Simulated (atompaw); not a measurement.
## What one change does to a pseudopotential (barium, PAW (atompaw))

atompaw 4.2.0.5 input, output lines left out:

```
Ba 56
GGA-PBESOL scalarrelativistic loggrid 2001 logderivrange -2 5 176
6 6 5 0 0 0
6 1 0
5 2 0
0 0 0
c
c
c
c
c
v
c
c
c
c
v
c
c
v
2
3.00 2.70 2.55 1.80
y
3.35
n
y
0.5
n
y
0.2
n
custom polynom2 7 10 vanderbiltortho sinc
3 0 troulliermartins
3.00
3.00
3.00
3.00
3.00
3.00
```

Change: core [Kr] 4d10 5s2, valence charge 8; reference 5p6 5d0 6s2 6p0; waves now 6s (bound): rc 3.00 bohr; 6s channel at 0.25 Ry: rc 3.00 bohr; 5p (bound): rc 2.30 bohr; 6p (bound): rc 2.95 bohr; 5d (bound): rc 3.00 bohr; 5d channel at 0.35 Ry: rc 3.00 bohr; local potential troulliermartins scheme with l = 3 at 0 Ry, radius 2.05 bohr; core correction smooth core density matched at 1.75 bohr; augmentation sinc compensation charge, radius 2.90 bohr; PAW radius 3.00 bohr; waves and projectors: custom polynom2 7 10 vanderbiltortho.

Cutoffs: the cutoffs (Ry, on a coarse ladder) from which the occupation-weighted sum of valence levels, in a spherical-Bessel basis at the reference potential, stays within 10 and 1 mRy of its value at 400 Ry; they do not see the model core or the augmentation charge, which bear on the density cutoff.

Task: What does the change do?

Result: The potential gets harder (6 Ry and 12 Ry → 15 Ry and 21 Ry); both files keep a bound ghost (p, s); the range in which the s phases agree narrows (upper end 5.0 → 2.4); the range in which the p phases agree narrows (upper end at the end of the scan → 0.7). The added semicore shells are compact, so their waves need more plane waves. Several settings change at once here, so the effects cannot be laid on one of them.

| quantity | base | changed |
| --- | --- | --- |
| cutoff, loose | 6 Ry | 15 Ry |
| cutoff, tight | 12 Ry | 21 Ry |
| bound ghosts | s, p | s, p |
| s: phases at 3.01 bohr within 0.05 rad from the reference energy up to (Ry; the scan ends near 5) | 5.0 | 2.4 |
| p: phases at 3.01 bohr within 0.05 rad from the reference energy up to (Ry; the scan ends near 5) | to the end of the scan | 0.7 |
| d: phases at 3.01 bohr within 0.05 rad from the reference energy up to (Ry; the scan ends near 5) | 2.0 | 2.4 |
| lowest overlap eigenvalue by channel | s 0.19, p 0.74, d 0.91 | s 0.45, p 0.12, d 0.90 |

Base: The cutoffs count occupied waves only; the empty 5d level needs 10 Ry at the loose tolerance. A true bound ghost makes a file unfit for plane-wave use even where its test errors are small: the radial tests pick states by their node count and pass the ghost by. The cutoffs see the waves, projectors and local potential, not the compensation charge or the core.
